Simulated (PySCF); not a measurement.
# C⁺ (carbon, charge +1) across methods

[He] 2s1 2p1 3d1, one real determinant (an excited configuration). All numbers are calculated (PySCF 2.14, scalar relativity by spin-free X2C-1e, in aug-cc-pCVTZ-DK with one added diffuse shell each of s, p, d, f type (8s7p5d3f, 75 functions)). The B2PLYP total includes its PT2 part (frozen core); its orbital energies are those of the SCF part.

```json
{"method": "r2SCAN0", "E (hartree)": "-36.5648", "mean ε 2s α (eV)": "-37.313", "mean ε 2p α (eV)": "-29.251", "mean ε 3d α (eV)": "-5.467", "Σ⟨r²⟩ (bohr²)": "29.62", "⟨S²⟩": "3.750"}
{"method": "B2PLYP", "E (hartree)": "-36.5512", "mean ε 2s α (eV)": "-39.036", "mean ε 2p α (eV)": "-31.002", "mean ε 3d α (eV)": "-5.804", "Σ⟨r²⟩ (bohr²)": "30.78", "⟨S²⟩": "3.750"}
{"method": "LDA", "E (hartree)": "-36.1950", "mean ε 2s α (eV)": "-34.458", "mean ε 2p α (eV)": "-26.278", "mean ε 3d α (eV)": "-5.095", "Σ⟨r²⟩ (bohr²)": "28.35", "⟨S²⟩": "3.750"}
{"method": "UHF", "E (hartree)": "-36.48393", "mean ε 2s α (eV)": "-43.149", "mean ε 2p α (eV)": "-35.018", "mean ε 3d α (eV)": "-6.357", "Σ⟨r²⟩ (bohr²)": "32.69", "⟨S²⟩": "3.750"}
{"method": "PBE", "E (hartree)": "-36.5352", "mean ε 2s α (eV)": "-34.609", "mean ε 2p α (eV)": "-26.549", "mean ε 3d α (eV)": "-5.240", "Σ⟨r²⟩ (bohr²)": "28.14", "⟨S²⟩": "3.750"}
{"method": "wB97X-V", "E (hartree)": "-36.5658", "mean ε 2s α (eV)": "-39.343", "mean ε 2p α (eV)": "-31.168", "mean ε 3d α (eV)": "-6.673", "Σ⟨r²⟩ (bohr²)": "29.21", "⟨S²⟩": "3.750"}
{"method": "r2SCAN", "E (hartree)": "-36.5680", "mean ε 2s α (eV)": "-35.328", "mean ε 2p α (eV)": "-27.317", "mean ε 3d α (eV)": "-5.116", "Σ⟨r²⟩ (bohr²)": "29.02", "⟨S²⟩": "3.750"}
{"method": "BLYP", "E (hartree)": "-36.5811", "mean ε 2s α (eV)": "-34.365", "mean ε 2p α (eV)": "-26.412", "mean ε 3d α (eV)": "-5.113", "Σ⟨r²⟩ (bohr²)": "28.72", "⟨S²⟩": "3.750"}
{"method": "PBE0", "E (hartree)": "-36.5401", "mean ε 2s α (eV)": "-36.822", "mean ε 2p α (eV)": "-28.727", "mean ε 3d α (eV)": "-5.594", "Σ⟨r²⟩ (bohr²)": "29.02", "⟨S²⟩": "3.750"}
```

⟨L²⟩ = 8.00 against 12 for a pure F term, so this real determinant mixes terms. The outer electron is Rydberg-like, and this basis confines it to a smaller radius and binds it less than a complete one would.
